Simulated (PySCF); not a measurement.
Structure with atom numbers: `[O:1]=[CH:2][CH2:3][C:4]([F:5])([F:6])[F:7]`; H(Xn) means a hydrogen on atom n.

[PySCF 2.14.0 with density-fitted response routines: σ from GIAO-CAM-B3LYP/pcSseg-2; coordinates at the PBE0-D3(BJ)/def2-SVP level; one averaged value for each set of equivalent atoms; relativity neglected; single conformer; gas phase]

References, each an isolated molecule treated in the same way: 13C (182.55 ppm) and 1H (31.34 ppm) vs TMS; 17O (329.76 ppm) against H2O; 19F (186.01 ppm) against CFCl3.

| atoms | nucleus | count | δ (ppm) |
| --- | --- | --- | --- |
| F5/F6/F7 | 19F | 3 | ? |
| C3 | 13C | 1 | ? |
| C2 | 13C | 1 | 206.6 |
| O1 | 17O | 1 | 726.3 |
| H(C2) | 1H | 1 | 9.94 |
| C4 | 13C | 1 | 136.1 |
| H(C3) | 1H | 2 | 2.86 |

Problem. Complete the table.

Solution. 
- C3: 53.8 ppm, sp3 CH2 α to a carbonyl; the adjacent C=O deshields it moderately
- F5/F6/F7: -64.7 ppm, fluorine of a CF3 group

Shifts are as computed, not scaled to solution data. Of 1211 compounds with measured shifts, 218 miss one by over three times the rms of a fit or turn the order of signals round; such compounds aren't used in these exercises. Unscaled 19F shifts against computed CFCl3 carry errors that often reach 10 to 50 ppm. Unscaled 17O shifts of doubly bonded oxygen tend to come out too high, by tens of ppm or more. Experimental scales use liquid or dissolved standards, which lie at an offset from isolated H2O (liquid H2O: subtract about 36 ppm).
